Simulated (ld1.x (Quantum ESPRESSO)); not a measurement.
**What one change does to a pseudopotential (indium, TM)**

| Item | Value |
| --- | --- |
| Element | In (Z = 49) |
| Generator | ld1.x (Quantum ESPRESSO) 7.5 |
| Type | norm-conserving Troullier–Martins (Kleinman–Bylander form) |
| Functional | PBE |
| Relativity | scalar-relativistic |
| Frozen core | [Kr] 4d10 |
| Valence charge | 3 |
| Reference configuration | 5s2 5p0 (charge +1) |
| Partial waves | 5s (bound): rc 1.65 bohr; 5p (bound, empty): rc 2.35 bohr; 5d channel at 0.15 Ry: rc 2.45 bohr |
| Local potential | the d channel |
| Core correction | none |

Change: all radii scaled by about 1.42 (s 2.34, p 3.34, d 3.48 bohr).

Cutoffs: the cutoffs (Ry, on a coarse ladder) from which the occupation-weighted sum of valence levels, in a spherical-Bessel basis at the reference potential, stays within 10 and 1 mRy of its value at 400 Ry; they do not see the model core or the augmentation charge, which bear on the density cutoff. Errors are all-electron minus pseudo energies relative to the spin-unpolarised reference configuration.

Problem. Predict the effect on cutoff, ghosts and configuration errors.

Solution. The potential gets softer (30 Ry and 80 Ry → 15 Ry and 25 Ry); the bound ghost in p, s disappears; of the 7 tests that both files solve, the error grows in 5 and shrinks in 0 by more than 15 % and 0.3 meV (median size 52.0 → 79.0 meV). A larger radius leaves more room for a smooth pseudo-wave, so fewer plane waves are needed. More of the atom is replaced by a form fitted at one configuration, so other configurations suffer.

| quantity | base | changed |
| --- | --- | --- |
| cutoff, loose | 30 Ry | 15 Ry |
| cutoff, tight | 80 Ry | 25 Ry |
| bound ghosts | s, p | none |
| error for 5s2 5p1, meV [ΔE -5.36 eV] | +38 | +58 |
| error for 5s1 5p0, meV [ΔE 19.23 eV] | +81 | +165 |
| error for 5s2 5p0.5, meV [ΔE -3.42 eV] | +13 | +21 |
| error for 5s2 5p1.3, meV [ΔE -5.90 eV] | +52 | +79 |
| error for 5s1 5p1, meV [ΔE 6.59 eV] | +37 | +45 |
| error for 5s1 5p2, meV [ΔE 0.48 eV] | +105 | +110 |
| error for 5s0 5p3, meV [ΔE 6.58 eV] | +249 | +245 |

 A true bound ghost makes a file unfit for plane-wave use even where its test errors are small: the radial tests pick states by their node count and pass the ghost by.
